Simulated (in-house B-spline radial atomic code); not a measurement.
Values are calculated unless marked as measured or tabulated.
**Weak and strong correlation along the adiabatic connection**

Two-electron singlets in several external potentials (atomic units), by full CI in B-splines with partial waves to l = 8 (correlation energies up to 0.6 % small). The repulsion is scaled by λ at fixed density; W(λ) is the mean repulsion less the Hartree energy, W(0) = E_x, and the area under W from 0 to 1 is E_xc.

One system gave this curve:

```json
{"λ": "0", "W (hartree)": "-1.7722"}
{"λ": "0.02", "W (hartree)": "-1.7742"}
{"λ": "0.05", "W (hartree)": "-1.777"}
{"λ": "0.12", "W (hartree)": "-1.7836"}
{"λ": "0.25", "W (hartree)": "-1.7956"}
{"λ": "0.4", "W (hartree)": "-1.8089"}
{"λ": "0.6", "W (hartree)": "-1.8258"}
{"λ": "0.8", "W (hartree)": "-1.842"}
{"λ": "1", "W (hartree)": "-1.8574"}
{"λ": "1.4", "W (hartree)": "-1.8861"}
{"λ": "2", "W (hartree)": "-1.9246"}
{"λ": "3", "W (hartree)": "-1.9789"}
{"λ": "4.5", "W (hartree)": "-2.043"}
{"λ": "7", "W (hartree)": "-2.1193"}
{"λ": "10", "W (hartree)": "-2.1813"}
```

Which system is it?
A. −V exp(−r²/w²), V = 3.01, w = 2.17
B. ω²r²/2, ω = 2.12
C. −Z exp(−kr)/r, Z = 3.39, k = 0.857
D. −Z/r, Z = 8

C. The exchange energy sets the size: −Z exp(−kr)/r, Z = 3.39, k = 0.857: E_x = -1.77, E_c = -0.0443; −Z/r, Z = 8: E_x = -4.78, E_c = -0.0452; ω²r²/2, ω = 2.12: E_x = -1.11, E_c = -0.0437; −V exp(−r²/w²), V = 3.01, w = 2.17: E_x = -0.673, E_c = -0.0391 hartree.
